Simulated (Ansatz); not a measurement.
Reaction (redistribution): `F[SiH2]OP` + `CC([SiH3])=C=N` → `C[SiH2]OP` + `N=C=C(F)[SiH3]`

Calculated with Ansatz (gas phase, PBE0-D4/def2-TZVP geometries, no zero-point term in ΔE). CBS: MP2 limit from def2 TZ/QZ plus the TZ coupled-cluster correction, frozen cores. Functionals use def2-TZVPP. B3LYP here is the variant with VWN-RPA as its local correlation; programs differ in this. Each species was taken in one conformer, which may not be the lowest.

(1) Is it downhill or uphill in electronic energy at CCSD(T)/CBS, and by how much? (An estimate is asked.)

(2) What do these levels give: r2SCAN-D4, B3LYP-D4, ωB97X-V, ωB97M-V, B2PLYP, PBE, PBE0, B3LYP, MP2/def2-TZVPP, CCSD/def2-TZVPP, HF/CBS(def2), CCSD/CBS(def2)? (Best estimate.)

Largest T1 diagnostic among the species: 0.015.

## Answers

(1) Computed: Uphill: ΔE = +243.2 kJ/mol.

(2) Computed: r2SCAN-D4 232.1, B3LYP-D4 231.4, ωB97X-V 230.9, ωB97M-V 232.9, B2PLYP 240.4, PBE 217.4, PBE0 228.1, B3LYP 230.4, MP2/def2-TZVPP 256.6, CCSD/def2-TZVPP 242.3, HF/CBS(def2) 253.2, CCSD/CBS(def2) 245.1 kJ/mol.

From PBE to PBE0 (25 % exact exchange), in def2-TZVPP and without D4, ΔE moves by +10.8 kJ/mol.
